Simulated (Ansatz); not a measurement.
Isolated molecules relaxed with PBE0-D4/def2-TZVP in Ansatz; ΔE leaves out vibrations. CCSD(T)/CBS adds triple-zeta CCSD(T) − MP2 to the extrapolated MP2 energy (def2 sets, frozen cores). This one scheme is used for every species. DFT in def2-TZVPP. B3LYP here is the variant with VWN-RPA as its local correlation; programs differ in this. HSE06 is defined as in plane-wave codes. For Ge outer-core shells are correlated without core-valence functions, which leaves a few kJ/mol of doubt a bond. Scalar relativity is left out up to krypton. One conformer a species, not always the lowest.

`O[SiH2][GeH2][OH]` + BH₃ → `[BH2][GeH2][OH]` + silanol  (formal exchange of groups at a Ge–Si bond)

Is it downhill or uphill in electronic energy at CCSD(T)/CBS, and by how much? (Best estimate.)

Computed: Uphill: ΔE = +2.3 kcal/mol.

What do these levels give: ωB97X-V, B3LYP, HSE06, MP2/def2-SVP, CCSD(T)/def2-SVP, CCSD/CBS(def2)? (An estimate is asked.)

Computed: ωB97X-V 2.7, B3LYP 2.5, HSE06 2.7, MP2/def2-SVP 1.9, CCSD(T)/def2-SVP 1.5, CCSD/CBS(def2) 2.1 kcal/mol.

Largest T1 diagnostic among the species: 0.012.

The D4 term adds +1.0 kcal/mol with B3LYP and +0.6 kcal/mol with PBE0; it sums over pairs of atoms, weighted by their polarisabilities, and B3LYP, whose exchange is more repulsive, gets the larger term. At CCSD(T), def2-SVP lies −0.8 kcal/mol from the extrapolated value and def2-TZVPP −0.2 kcal/mol.
